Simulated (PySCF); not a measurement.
Tellurium: a sound run and one with changed settings

Sound run: Te⁺ [Kr] 4d10 5s2 5p3, Te²⁺ [Kr] 4d10 5s2 5p2. Computed with PySCF 2.14 in cc-pVDZ-PP with ECP28MDF (4s3p2d, 23 functions), with scalar relativity through the core potential. The sound run starts from symmetry-adapted Hartree-Fock orbitals and uses a fine grid where one is needed.

Changed run: radial step 0.8 in ln r (0.13 in the sound run). This setting is unsound on purpose.

```tsv
species	method	sound run (hartree)	changed run (hartree)	converged
Te⁺	UHF	-266.71437	-266.71437	yes
Te⁺	M06-2X	-267.60229	-266.87878	yes
Te⁺	MN15	-267.03158	-265.65343	yes
Te²⁺	UHF	-266.03947	-266.03947	yes
Te²⁺	M06-2X	-266.91168	-266.19571	yes
Te²⁺	MN15	-266.33859	-264.97053	yes
```

Ionisation energy of Te⁺:

```
method  sound run (eV)  changed run (eV)
   UHF          18.365            18.365
M06-2X          18.792            18.587
  MN15          18.857            18.582
```

A coarse radial grid mis-integrates the density and the exchange-correlation energy, with errors of either sign; Hartree-Fock needs no grid.

For comparison, NIST gives 18.6 ± 0.4 eV between the lowest levels.
